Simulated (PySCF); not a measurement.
ClK, charge +1, doublet, at a GFN2-xTB geometry (such geometries of metal compounds can be far from the true shape) (a state made from the parent by changing its charge; the spin is typed, not shown lowest); CASSCF(5,7)/STO-3G (PySCF).

The PySCF input:
```python
from pyscf import gto, scf, mcscf
import numpy

mol = gto.M(
    atom='''
K    -0.000000   -0.000000   -1.529408
Cl    0.000000    0.000000    1.709339
''',
    basis='sto-3g',
    charge=1,
    spin=1,
    verbose=4,
)

mf = scf.ROHF(mol)
mf.kernel()
mc = mcscf.CASSCF(mf, 7, 5)
mc.fix_spin_(ss=0.75)
mc.kernel()
occ = numpy.linalg.eigvalsh(mc.fcisolver.make_rdm1(mc.ci, mc.ncas, mc.nelecas))[::-1]
ss = mc.fcisolver.spin_square(mc.ci, mc.ncas, mc.nelecas)[0]
print('natural occupations', occ.round(4), ' <S^2>', round(ss, 4))
```

Q: What does PySCF print? Leave out banner, timings and long lists.

A: 
```
PySCF version 2.14.0

[INPUT] verbose = 4
[INPUT] num. atoms = 2
[INPUT] num. electrons = 35
[INPUT] charge = 1
[INPUT] spin (= nelec alpha-beta = 2S) = 1
[INPUT] symmetry False subgroup None
[INPUT] Mole.unit = angstrom
[INPUT] Symbol           X                Y                Z      unit          X                Y                Z       unit  Magmom
[...]
nuclear repulsion = 52.774804307703
number of shells = 12
number of NR pGTOs = 66
number of NR cGTOs = 22
basis = sto-3g
ecp = {}

******** <class 'pyscf.scf.rohf.ROHF'> ********
method = ROHF
initial guess = minao
damping factor = 0
level_shift factor = 0
DIIS = <class 'pyscf.scf.diis.CDIIS'>
diis_start_cycle = 1
diis_space = 8
diis_damp = 0
SCF conv_tol = 1e-09
SCF conv_tol_grad = None
SCF max_cycles = 50
direct_scf = True
direct_scf_tol = 1e-13
num. doubly occ = 17  num. singly occ = 1
Set gradient conv threshold to 3.16228e-05
init E= -1046.64787301189
[...]
cycle= 1 E= -1047.56497582987  delta_E= -0.917  |g|= 0.0515  |ddm|= 1.28
[...]
cycle= 2 E= -1047.56605713973  delta_E= -0.00108  |g|= 0.00595  |ddm|= 0.0615
[...]
cycle= 3 E= -1047.56607385559  delta_E= -1.67e-05  |g|= 0.000921  |ddm|= 0.00802
[...]
cycle= 4 E= -1047.56607446298  delta_E= -6.07e-07  |g|= 0.000123  |ddm|= 0.00179
[...]
cycle= 5 E= -1047.56607447676  delta_E= -1.38e-08  |g|= 2.49e-05  |ddm|= 0.0003
[...]
cycle= 6 E= -1047.5660744774  delta_E= -6.48e-10  |g|= 3.9e-06  |ddm|= 6.26e-05
[...]
Extra cycle  E= -1047.56607447742  delta_E= -1.25e-11  |g|= 1e-06  |ddm|= 8.49e-06
converged SCF energy = -1047.56607447742

******** <class 'pyscf.mcscf.mc1step.CASSCF'> ********
CAS (3e+2e, 7o), ncore = 15, nvir = 0
max_cycle_macro = 50
max_cycle_micro = 4
conv_tol = 1e-07
conv_tol_grad = None
orbital rotation max_stepsize = 0.02
orbital rotation threshold for CI restart = 0.01
augmented hessian ah_max_cycle = 30
augmented hessian ah_conv_tol = 1e-12
augmented hessian ah_linear dependence = 1e-14
augmented hessian ah_level shift = 1e-08
augmented hessian ah_start_tol = 2.5
augmented hessian ah_start_cycle = 3
augmented hessian ah_grad_trust_region = 3
kf_trust_region = 3
kf_interval = 4
ci_response_space = 4
ci_grad_trust_region = 3
with_dep4 0
natorb = False
canonicalization = True
sorting_mo_energy = False
ao2mo_level = 2
internal_rotation = False
******** <class 'pyscf.fci.addons.SpinPenaltyFCISolver'> ********
max. cycles = 50
conv_tol = 1e-08
davidson only = True
linear dependence = 1e-12
level shift = 0.001
max iter space = 12
nroots = 1
pspace_size = 400
spin = None
CASCI E = -1047.56646738174  S^2 = 0.7500000
Set conv_tol_grad to 0.000316228
macro iter   1 (  7 JK    2 micro), CASSCF E = -1047.56651022887  dE = -4.28471240e-05  S^2 = 0.7500000
               |grad[o]|=0.000511  |grad[c]|=0.00316  |ddm|=0.00078  |maxRot[o]|=0.0699
macro iter   2 (  7 JK    2 micro), CASSCF E = -1047.56655876086  dE = -4.85319906e-05  S^2 = 0.7500000
               |grad[o]|=0.00061  |grad[c]|=0.00267  |ddm|=0.00105  |maxRot[o]|=0.0699
macro iter   3 (  7 JK    2 micro), CASSCF E = -1047.56662728281  dE = -6.85219518e-05  S^2 = 0.7500000
               |grad[o]|=0.000706  |grad[c]|=0.00111  |ddm|=0.00237  |maxRot[o]|=0.0699
macro iter   4 (  7 JK    2 micro), CASSCF E = -1047.56672405081  dE = -9.67680048e-05  S^2 = 0.7500000
               |grad[o]|=0.000851  |grad[c]|=0.00198  |ddm|=0.00376  |maxRot[o]|=0.0699
macro iter   5 (  7 JK    2 micro), CASSCF E = -1047.56684750806  dE = -1.23457243e-04  S^2 = 0.7500000
               |grad[o]|=0.00106  |grad[c]|=0.00506  |ddm|=0.00441  |maxRot[o]|=0.0699
macro iter   6 (  7 JK    2 micro), CASSCF E = -1047.56699069340  dE = -1.43185342e-04  S^2 = 0.7500000
               |grad[o]|=0.00131  |grad[c]|=0.00698  |ddm|=0.00419  |maxRot[o]|=0.0699
macro iter   7 (  7 JK    2 micro), CASSCF E = -1047.56715609798  dE = -1.65404583e-04  S^2 = 0.7500000
               |grad[o]|=0.00158  |grad[c]|=0.00843  |ddm|=0.00398  |maxRot[o]|=0.0699
[...]
macro iter  33 ( 21 JK    4 micro), CASSCF E = -1047.57014620087  dE =  7.46070327e-07  S^2 = 0.7500000
               |grad[o]|=0.00132  |grad[c]|=0.00361  |ddm|=0.001  |maxRot[o]|=0.00644
macro iter  34 ( 21 JK    4 micro), CASSCF E = -1047.57024157087  dE = -9.53699962e-05  S^2 = 0.7500000
               |grad[o]|=0.00131  |grad[c]|=0.000616  |ddm|=0.000247  |maxRot[o]|=0.0287
macro iter  35 ( 21 JK    4 micro), CASSCF E = -1047.57023831153  dE =  3.25933252e-06  S^2 = 0.7500000
               |grad[o]|=0.00122  |grad[c]|=0.00175  |ddm|=0.000623  |maxRot[o]|=0.00308
macro iter  36 ( 20 JK    4 micro), CASSCF E = -1047.57028134651  dE = -4.30349808e-05  S^2 = 0.7500000
               |grad[o]|=0.00122  |grad[c]|=0.000448  |ddm|=0.000214  |maxRot[o]|=0.014
macro iter  37 ( 21 JK    4 micro), CASSCF E = -1047.57027939668  dE =  1.94983159e-06  S^2 = 0.7500000
               |grad[o]|=0.00118  |grad[c]|=0.00129  |ddm|=0.000496  |maxRot[o]|=0.0045
macro iter  38 ( 20 JK    4 micro), CASSCF E = -1047.57037409656  dE = -9.46998794e-05  S^2 = 0.7500000
               |grad[o]|=0.00118  |grad[c]|=0.00123  |ddm|=0.00059  |maxRot[o]|=0.031
macro iter  39 ( 21 JK    4 micro), CASSCF E = -1047.57037311650  dE =  9.80063305e-07  S^2 = 0.7500000
               |grad[o]|=0.00107  |grad[c]|=0.001  |ddm|=0.000412  |maxRot[o]|=0.0101
macro iter  40 ( 20 JK    4 micro), CASSCF E = -1047.57045315593  dE = -8.00394321e-05  S^2 = 0.7500000
               |grad[o]|=0.00108  |grad[c]|=0.000857  |ddm|=0.000479  |maxRot[o]|=0.0284
macro iter  41 ( 21 JK    4 micro), CASSCF E = -1047.57045176256  dE =  1.39336521e-06  S^2 = 0.7500000
               |grad[o]|=0.000978  |grad[c]|=0.000843  |ddm|=0.000355  |maxRot[o]|=0.00694
macro iter  42 ( 20 JK    4 micro), CASSCF E = -1047.57052173416  dE = -6.99715970e-05  S^2 = 0.7500000
               |grad[o]|=0.000976  |grad[c]|=0.000637  |ddm|=0.000419  |maxRot[o]|=0.0272
macro iter  43 ( 21 JK    4 micro), CASSCF E = -1047.57052009962  dE =  1.63454160e-06  S^2 = 0.7500000
               |grad[o]|=0.000877  |grad[c]|=0.000744  |ddm|=0.000322  |maxRot[o]|=0.00647
macro iter  44 ( 19 JK    3 micro), CASSCF E = -1047.57058382707  dE = -6.37274450e-05  S^2 = 0.7500000
               |grad[o]|=0.000877  |grad[c]|=0.000482  |ddm|=0.000379  |maxRot[o]|=0.0276
macro iter  45 ( 21 JK    4 micro), CASSCF E = -1047.57058235367  dE =  1.47339779e-06  S^2 = 0.7500000
               |grad[o]|=0.000773  |grad[c]|=0.000677  |ddm|=0.000277  |maxRot[o]|=0.00584
macro iter  46 ( 17 JK    3 micro), CASSCF E = -1047.57062986835  dE = -4.75146840e-05  S^2 = 0.7500000
               |grad[o]|=0.000773  |grad[c]|=0.000276  |ddm|=0.000298  |maxRot[o]|=0.0232
macro iter  47 ( 21 JK    4 micro), CASSCF E = -1047.57062886558  dE =  1.00277020e-06  S^2 = 0.7500000
               |grad[o]|=0.000682  |grad[c]|=0.000633  |ddm|=0.000261  |maxRot[o]|=0.00415
macro iter  48 ( 18 JK    3 micro), CASSCF E = -1047.57065140282  dE = -2.25372351e-05  S^2 = 0.7500000
               |grad[o]|=0.000684  |grad[c]|=0.000114  |ddm|=0.000156  |maxRot[o]|=0.0119
macro iter  49 ( 21 JK    4 micro), CASSCF E = -1047.57065074354  dE =  6.59279522e-07  S^2 = 0.7500000
               |grad[o]|=0.000637  |grad[c]|=0.000607  |ddm|=0.000262  |maxRot[o]|=0.00237
macro iter  50 ( 19 JK    3 micro), CASSCF E = -1047.57066726869  dE = -1.65251502e-05  S^2 = 0.7500000
               |grad[o]|=0.00064  |grad[c]|=0.000179  |ddm|=0.000113  |maxRot[o]|=0.00902
1-step CASSCF not converged,  50 macro (857 JK 173 micro) steps
CASSCF canonicalization
Density matrix diagonal elements [1.99781846e+00 1.99781582e+00 9.99997974e-01 1.33999958e-04
 2.35234411e-05 2.11705307e-03 2.09316851e-03]
CASSCF energy = -1047.57066726869
CASCI E = -1047.57066726869  E(CI) = -9.39093278336122  S^2 = 0.7500000
natural occupations [1.9978e+00 1.9978e+00 1.0000e+00 2.1000e-03 2.1000e-03 1.0000e-04
 0.0000e+00]  <S^2> 0.75
```

Convergence was not reached.
